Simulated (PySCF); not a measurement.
## MoN⁺: frontier orbitals

BHandHLYP at R = 1.582 Å; basis Mo def2-TZVPPD with ECP28, N def2-TZVPPD; scalar-relativistic core potentials; PySCF 2.14. State: ³Σ⁻ (triplet), unpaired electrons δ ↑↑. Only the outer orbitals are listed, counted within each symmetry, core potentials removing the inner ones.

```tsv
spin	orbital	occ.	ε (eV)	on Mo (%)	main shells (%)
α	4σ	1	-27.68	15	84 N s, 13 Mo d
α	2π	1	-16.89	54	53 Mo d, 45 N p
α	2π	1	-16.89	54	53 Mo d, 45 N p
α	5σ	1	-16.56	43	42 Mo d, 39 N p, 18 N s
α	1δ	1	-15.01	100	100 Mo d
α	1δ	1	-15.01	100	100 Mo d
α	6σ	0	-8.56	98	89 Mo s
α	3π	0	-6.58	68	36 Mo p, 32 N p, 30 Mo d
α	3π	0	-6.58	68	36 Mo p, 32 N p, 30 Mo d
β	1π	1	-51.12	100	100 Mo p
β	1π	1	-51.12	100	100 Mo p
β	4σ	1	-28.72	13	88 N s, 9 Mo d
β	2π	1	-17.08	34	65 N p, 32 Mo d
β	2π	1	-17.08	34	65 N p, 32 Mo d
β	5σ	1	-16.78	33	56 N p, 31 Mo d, 11 N s
β	6σ	0	-8.02	104	92 Mo s
β	1δ	0	-6.96	100	100 Mo d
β	1δ	0	-6.96	100	100 Mo d
```

Problem. Which are the highest filled and the lowest empty level, where do they sit, and how wide is the gap?

Solution. Highest filled α 1δ at -15.01 eV (in %: 100 Mo d); lowest empty α 6σ at -8.56 eV (in %: 89 Mo s); the gap at BHandHLYP is 6.45 eV.

- bond order (Mayer): 2.74
- ⟨S²⟩: 2.121
- charge on Mo (Mulliken, basis-dependent): 1.38
- charge on Mo (Löwdin, basis-dependent): 1.14
- dipole moment (positive dipole points towards N; it is taken about the centre of mass and depends on that origin): -4.45 D

Shares are Mulliken populations and can fall outside 0 to 100 %.

Spin–orbit coupling is left out. With d or f electrons several states lie close, and the lowest PBE0 determinant need not be the measured ground state.
